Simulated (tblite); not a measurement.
C6H5ClSi.
Atom-mapped SMILES: `[CH:1]#[C:2][C:3]1=[CH:4][CH:5]=[C:6]([Cl:7])[SiH2:8]1` (hydrogens: H9 on C1; H10 on C4; H11 on C5; H12, H13 on Si8)

Calculated harmonic vibrations of the isolated species, GFN2-xTB (tblite), most abundant isotopes, no scaling. The method is semi-empirical: single wavenumbers can be off by several per cent or more. Modes of hydrogen on silicon can be 10 to 20 % off.

Harmonic wavenumbers (cm⁻¹): 76.3, 112.2, 198.0, 222.8, 263.9, 316.3, 364.8, 405.3, 405.6, 520.9, 525.0, 529.1, 586.3, 598.3, 640.1, 660.9, 663.1, 743.8, 832.5, 878.0, 962.1, 1060.6, 1182.3, 1218.6, 1277.0, 1505.0, 1589.8, 2223.8, 2294.3, 2295.2, 3072.3, 3084.3, 3394.4.

A = 4618, B = 756.3, C = 655.0 MHz; mass 139.985 u (most abundant isotopes); point group Cs, symmetry number 1.

Q: What is the zero-point energy?

A: Half the sum of the wavenumbers: 17351 cm⁻¹ = 207.57 kJ/mol.

Q: Give the ideal-gas entropy at 400 K and 1 bar in the rigid-rotor, harmonic-oscillator model (classical rotation).

A: Translation 176.59, rotation 126.39, vibration 129.59: S = 432.6 J/(mol K).

Q: And Cp and H(400 K) − H(0)?

A: Cp = 175.61 J/(mol K), of which vibrations give 142.35 (their classical limit is 33 R = 274.4); H(400 K) − H(0) = 42.42 kJ/mol without the zero-point energy, 29.12 from vibrations.

Q: Which modes carry the vibrational entropy at 400 K?

A: 76.3 cm⁻¹: 19.09; 112.2 cm⁻¹: 15.92; 198.0 cm⁻¹: 11.31; 222.8 cm⁻¹: 10.37; 263.9 cm⁻¹: 9.05; 316.3 cm⁻¹: 7.68 J/(mol K); the other 27 give 56.17 together.

Q: What must be added to the electronic energy to get the Gibbs energy at 400 K and 1 bar?

A: ZPE + [H(400 K) − H(0)] − T·S = 207.57 + 42.42 − 173.03 = 76.96 kJ/mol.

Hindered rotation and anharmonicity are outside this model.
